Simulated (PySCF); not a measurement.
TmOCl at several levels of theory

Computed with PySCF 2.14.0 (density fitting, no spin-orbit coupling) at the geometry relaxed with PBE0:

```xyz
3
TmOCl (singlet in the valence; each metal's 4f electrons, 12 of them, lie in its core potential, out of spins and levels)
Tm    0.2286    0.0000   -0.3702
O     1.7289    0.0000    0.6145
Cl   -1.9145    0.0000    0.8755
```

```csv
level,basis,state,HOMO (eV),gap (eV),charge on Tm1 (e),population of f-type functions on Tm1 (polarisation alone where 4f lies in the core),dipole about the centre of mass (D),largest force component (eV/Å)
PBE0,"Tm lcecp-1-SVP with ECP58, O def2-SVP, Cl def2-SVP",singlet,-7.00,4.28,0.81,0.06,7.38,0.00
HF,the same,singlet,-10.47,9.62,1.14,0.07,8.66,0.63
TPSS,the same,singlet,-5.59,2.43,0.76,0.06,7.04,0.81
```

In the lcecp rows the 4f levels are missing from HOMO and gap, and the state counts the valence alone.

Charges are Mulliken's, which hang on the basis. The relaxation used the grid (50, 194), these runs (75, 302) or, all-electron (x2c bases, spin-free X2C Hamiltonian), (99, 590).

Question: What does PBE0 with Tm lcecp-1-TZVP with ECP58, O def2-TZVP, Cl def2-TZVP give here?

Answer: state singlet, HOMO (eV) -6.99, gap (eV) 4.28, charge on Tm1 (e) 1.23, population of f-type functions on Tm1 (polarisation alone where 4f lies in the core) 0.06, dipole about the centre of mass (D) 7.61, largest force component (eV/Å) 0.13. Time: 4.6 s on 2 threads of Arm Neoverse V2 (shared host), from free ions and atoms.

In the first row's basis the gap widens with exact exchange: 2.4 eV for TPSS (none); 4.3 eV for PBE0 (a fixed share); 9.6 eV for Hartree–Fock (rising or full at long range).

An lcecp potential fixes the number of 4f electrons, so in runs with it no electron can move into or out of that shell.
